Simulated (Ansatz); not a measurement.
Reaction (cleavage of the Zn–Si bond): `PB1C[SiH]1[ZnH]` + `[OH][GeH3]` → `[ZnH][O][GeH3]` + `PB1C[SiH2]1`

Gas-phase electronic energies from Ansatz, PBE0-D4/def2-TZVP geometries. CCSD(T)/CBS is the MP2 limit (def2-TZVPP, def2-QZVPP) plus CCSD(T) − MP2 in def2-TZVPP, frozen cores. Functionals use def2-TZVPP. HSE06 is defined as in plane-wave codes. For Ge, Zn outer-core shells are correlated without core-valence functions, which leaves a few kJ/mol of doubt a bond. Scalar relativity is left out up to krypton. Each species was taken in one conformer, which may not be the lowest.

```json
{"species": "`PB1C[SiH]1[ZnH]`", "HSE06 energy (Eh)": "-2476.18282"}
{"species": "`[OH][GeH3]`", "HSE06 energy (Eh)": "-2154.32460"}
{"species": "`[ZnH][O][GeH3]`", "HSE06 energy (Eh)": "-3933.47659"}
{"species": "`PB1C[SiH2]1`", "HSE06 energy (Eh)": "-697.03266"}
```

Question: Work out ΔE.

Answer: ΔE = (-3933.47659) + (-697.03266) − (-2476.18282) − (-2154.32460) = -0.00183 Eh = -1.1 kcal/mol. CCSD(T)/CBS gives -5.0 kcal/mol.

Largest T1 diagnostic among the species: 0.017.

From BLYP to BHLYP (50 % exact exchange), in def2-TZVPP and without D4, ΔE moves by −1.0 kcal/mol. In def2-TZVPP, CCSD(T) changes the Hartree–Fock value by +2.1 kcal/mol (the triples alone add +0.5 kcal/mol) and MP2 by +1.1 kcal/mol. At CCSD(T), def2-SVP lies −2.1 kcal/mol from the extrapolated value and def2-TZVPP −0.1 kcal/mol.
